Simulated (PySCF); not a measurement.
# Pd²⁺: excitation energy

Pd²⁺ [Kr] 4d8 (3F) → Pd²⁺ [Kr] 4d7 5p1 (high-spin determinant), as a difference of total energies. Calculation: PySCF 2.14, in aug-cc-pVTZ-DK; the spin-free X2C one-electron Hamiltonian (Gaussian nucleus). Correlated levels: valence: [Kr] frozen. The calculations carry no spin-orbit coupling.

| method | excitation energy (eV) |
| --- | --- |
| UHF | 12.345 |
| MP2 (valence) | 13.323 |
| SCS-MP2 (valence) | 13.571 |
| CCSD (valence) | 13.160 |
| CCSD(T) (valence) | 13.185 |

Q: How much does correlation contribute at CCSD(T) (valence)?

A: 13.185 − (12.345) = 0.840 eV, measured against UHF.

A first-order spin-orbit estimate (lowest level to lowest level, LS coupling) adds 0.099 eV.

The determinant of the upper state mixes LS terms, which raises its energy above the lowest term, most at the Hartree-Fock and MP2 levels.
